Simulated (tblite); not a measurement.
Species: C6H13OP.
SMILES with atom numbers: `[CH3:1][O:2][CH2:3][CH2:4][P:5]1[CH2:6][C@H:7]1[CH3:8]` (hydrogens: H9, H10, H11 on C1; H12, H13 on C3; H14, H15 on C4; H16, H17 on C6; H18 on C7; H19, H20, H21 on C8)

Geometry (GFN2-xTB, Å), atoms numbered from 1 in this order:
```
atom  x, y, z in Å
C1    -2.7819    1.1830   -0.9483
O2    -1.8504    0.1381   -0.8820
C3    -1.7678   -0.4807    0.3797
C4    -0.6389   -1.4926    0.2668
P5     0.6861   -0.6873   -0.7903
C6     2.1754   -1.2524    0.1526
C7     1.6730    0.1046    0.5679
C8     2.5172    1.3138    0.2500
H9    -2.7307    1.5840   -1.9583
H10   -3.7983    0.8203   -0.7500
H11   -2.5445    1.9756   -0.2269
H12   -1.5370    0.2715    1.1510
H13   -2.7261   -0.9556    0.6446
H14   -0.2708   -1.7938    1.2482
H15   -0.9905   -2.3773   -0.2683
H16    2.0801   -2.0762    0.8473
H17    3.1049   -1.2706   -0.4007
H18    1.1937    0.1564    1.5423
H19    1.9243    2.2254    0.3039
H20    3.3420    1.3986    0.9589
H21    2.9314    1.2322   -0.7531
```

Calculated harmonic vibrations of the isolated species, GFN2-xTB (tblite), most abundant isotopes, no scaling. This tight-binding method is rough: wavenumbers can miss measured ones by several per cent, in bad cases by 10 to 20. One conformer, not necessarily the lowest.

Harmonic wavenumbers (cm⁻¹): 27.7, 79.6, 90.4, 122.1, 184.6, 203.8, 221.2, 231.5, 295.1, 332.4, 403.4, 509.0, 645.0, 680.2, 698.3, 785.7, 827.8, 884.3, 941.8, 956.0, 981.4, 996.3, 1000.6, 1053.9, 1080.2, 1123.0, 1128.7, 1136.0, 1154.0, 1173.2, 1187.5, 1202.1, 1253.0, 1318.2, 1339.6, 1405.3, 1409.6, 1424.4, 1435.5, 1468.3, 1488.4, 1491.9, 1495.0, 1499.2, 2828.8, 2865.8, 2892.1, 2916.1, 2966.1, 2969.7, 2985.3, 2988.7, 3019.0, 3028.5, 3032.9, 3047.7, 3064.6.

A = 2951, B = 994.9, C = 858.8 MHz; mass 132.070 u (most abundant isotopes); point group C1, symmetry number 1.

Question: What is the zero-point energy?

Answer: Half the sum of the wavenumbers: 38985 cm⁻¹ = 466.37 kJ/mol.

Question: What is S at 200 K and 1 bar for an ideal gas of classical rigid rotors and harmonic oscillators?

Answer: Translation 161.46, rotation 117.34, vibration 90.44: S = 369.2 J/(mol K).

Question: And Cp and H(200 K) − H(0)?

Answer: Cp = 122.09 J/(mol K), of which vibrations give 88.83 (their classical limit is 57 R = 473.9); H(200 K) − H(0) = 16.14 kJ/mol without the zero-point energy, 9.49 from vibrations.

Question: How do the functions run with temperature in this model?

Answer: 
```json
{"T (K)": "50", "S (J/(mol K))": "250.3", "Cp (J/(mol K))": "58.0", "H − H(0) (kJ/mol)": "2.20", "G − H(0) (kJ/mol)": "-10.31", "ln q(vib)": "0.82"}
{"T (K)": "100", "S (J/(mol K))": "298.9", "Cp (J/(mol K))": "84.2", "H − H(0) (kJ/mol)": "5.78", "G − H(0) (kJ/mol)": "-24.11", "ln q(vib)": "2.24"}
{"T (K)": "298.15", "S (J/(mol K))": "425.4", "Cp (J/(mol K))": "163.3", "H − H(0) (kJ/mol)": "30.09", "G − H(0) (kJ/mol)": "-96.75", "ln q(vib)": "7.90"}
{"T (K)": "373.15", "S (J/(mol K))": "465.7", "Cp (J/(mol K))": "197.0", "H − H(0) (kJ/mol)": "43.61", "G − H(0) (kJ/mol)": "-130.18", "ln q(vib)": "9.93"}
{"T (K)": "500", "S (J/(mol K))": "530.8", "Cp (J/(mol K))": "248.7", "H − H(0) (kJ/mol)": "71.98", "G − H(0) (kJ/mol)": "-193.42", "ln q(vib)": "13.33"}
{"T (K)": "750", "S (J/(mol K))": "646.8", "Cp (J/(mol K))": "322.9", "H − H(0) (kJ/mol)": "144.10", "G − H(0) (kJ/mol)": "-340.97", "ln q(vib)": "19.86"}
{"T (K)": "1000", "S (J/(mol K))": "746.9", "Cp (J/(mol K))": "372.2", "H − H(0) (kJ/mol)": "231.39", "G − H(0) (kJ/mol)": "-515.48", "ln q(vib)": "26.03"}
```

q(vib) and H(0) count from the zero-point level.

Question: Which modes carry the vibrational entropy at 200 K?

Answer: 27.7 cm⁻¹: 21.74; 79.6 cm⁻¹: 13.06; 90.4 cm⁻¹: 12.04; 122.1 cm⁻¹: 9.65; 184.6 cm⁻¹: 6.54; 203.8 cm⁻¹: 5.84 J/(mol K); the other 51 give 21.56 together.

Hindered rotation and anharmonicity are outside this model. Other conformers, if any are populated, would add a mixing term that is left out. The structure is chiral; the term R ln 2 for an equal mix with its mirror image is left out.

Run on one thread, Arm Neoverse N1 (shared host). This covers the Hessian and the dipole derivatives.
